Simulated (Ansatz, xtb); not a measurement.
**CH7ClGeSi: 4 structures ranked**

4 gas-phase structures of CH7ClGeSi, from a drawn sample of its isomers (lower ones may exist). Each was relaxed with GFN2-xTB; where two conformers were screened, the lower at r2SCAN-D4/def2-SVP is listed:

A. `C[SiH2][GeH2][Cl]`, a singlet
B. `[CH3][GeH2][SiH2]Cl`, a singlet
C. `C[Si@@H](Cl)[GeH3]`, a singlet
D. `[CH3][Ge@@H]([SiH3])[Cl]`, a singlet

Task: Estimate their order in r2SCAN-D4/def2-SVP energy at these geometries, lowest first.

Result: Calculated order at r2SCAN-D4/def2-SVP: C (0.0), A (5.0), B (5.1), D (6.0) kcal/mol. Less than 1 kcal/mol parts A and B; B and D, so the order within those pairs means little.

Energies above the lowest of each column, in kcal/mol; the last columns are at B3LYP-D3(BJ)/def2-SVP geometries:

| structure | GFN2-xTB | HF/STO-3G | r2SCAN-D4/def2-SVP | B3LYP-D3(BJ)/def2-SVP | CCSD(T)/def2-SVP + ΔMP2/def2-TZVPP |
| --- | --- | --- | --- | --- | --- |
| C | 8.4 | 0.0 | 0.0 | 0.0 | 0.0 |
| A | 1.9 | 2.7 | 5.0 | 4.4 | 5.8 |
| B | 6.1 | 4.4 | 5.1 | 4.8 | 4.1 |
| D | 0.0 | 3.3 | 6.0 | 6.0 | 6.1 |

CCSD(T)/def2-SVP + ΔMP2/def2-TZVPP puts C lowest; GFN2-xTB picks D. CCSD(T)/def2-SVP + ΔMP2/def2-TZVPP orders those it was run on as C (0.0), B (4.1), A (5.8), D (6.1) kcal/mol. Less than 1 kcal/mol parts A and D, so the order within that pair means little. Flexible structures stand in one conformer each, not always the lowest. ΔMP2 is the change of the MP2 energy from the smaller to the larger basis.

Over these structures GFN2-xTB departs from r2SCAN-D4/def2-SVP by 4.6 kcal/mol on average once a common shift is removed. A GFN2-xTB relaxation took about 0.083 s and the r2SCAN-D4/def2-SVP energy about 1.6 s on a shared host (Ansatz 0.2.0, xtb 6.7.1).
